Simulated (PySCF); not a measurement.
C5H6NO2S (charge -1).
Structure used (GFN2-xTB), in Å, numbered top down from 1:
```
atom  x, y, z in Å
C1     2.7769   -0.4980   -0.4429
N2     1.5813    0.1058    0.0566
C3     0.4637   -0.2399   -0.4523
C4    -0.8123    0.2724   -0.0474
C5    -0.8722    1.2164    0.9762
S6    -2.1693    1.9949    1.6496
C7    -1.9425   -0.2595   -0.7603
O8    -1.8925   -1.0690   -1.6833
O9    -3.1595    0.1839   -0.3533
H10    3.4469    0.2849   -0.8124
H11    2.6019   -1.2251   -1.2552
H12    3.2887   -1.0081    0.3797
H13    0.4139   -0.9847   -1.2633
H14    0.1022    1.4771    1.3840
H15   -3.8319   -0.2431   -0.9034
```

Computed at PBE0/pcSseg-1 (PySCF, non-relativistic), with Q(14N) = 0.02044 b, Q(33S) = −0.0678 b, Q(17O) = −0.0256 b: N2, 14N (I = 1): χzz = -4.291 MHz, η = 0.269; S6, 33S (I = 3/2): χzz = 40.34 MHz, η = 0.365; O8, 17O (I = 5/2): χzz = 8.370 MHz, η = 0.321; O9, 17O (I = 5/2): χzz = -10.51 MHz, η = 0.470.

Q: Where would the pure quadrupole (NQR) lines of 14N at N2 fall for the rigid, isolated species?

A: From ν± = (3/4)|χ|(1 ± η/3) and ν0 = |χ|η/2: ν+ 3.506 MHz, ν− 2.930 MHz, ν0 0.576 MHz (imine nitrogen).

Q: Where would the pure quadrupole (NQR) lines of 33S at S6 fall for the rigid, isolated species?

A: From ν = (|χ|/2)√(1 + η²/3): ν = 20.61 MHz (sulfur bonded to C).

Q: Where would the pure quadrupole (NQR) lines of 17O at O8 fall for the rigid, isolated species?

A: From the eigenvalues of H = χ/[4I(2I − 1)] × [3Iz² − I(I + 1) + η(Ix² − Iy²)], steps between neighbouring levels, labelled as for η = 0: ±1/2↔±3/2 1.389 MHz, ±3/2↔±5/2 2.462 MHz (acid carbonyl oxygen).

Q: Where would the pure quadrupole (NQR) lines of 17O at O9 fall for the rigid, isolated species?

A: From the eigenvalues of H = χ/[4I(2I − 1)] × [3Iz² − I(I + 1) + η(Ix² − Iy²)], steps between neighbouring levels, labelled as for η = 0: ±1/2↔±3/2 1.917 MHz, ±3/2↔±5/2 3.031 MHz (acid hydroxyl oxygen).

In a crystal, neighbours and librations shift these lines. The pcSseg-1 basis has no diffuse functions, a weakness for an anion. GFN2-xTB bond lengths can be off by several hundredths of an ångström, more for odd bonds, and the gradients follow them. A larger basis could move these couplings by a tenth or more.

One conformer stands for the species.
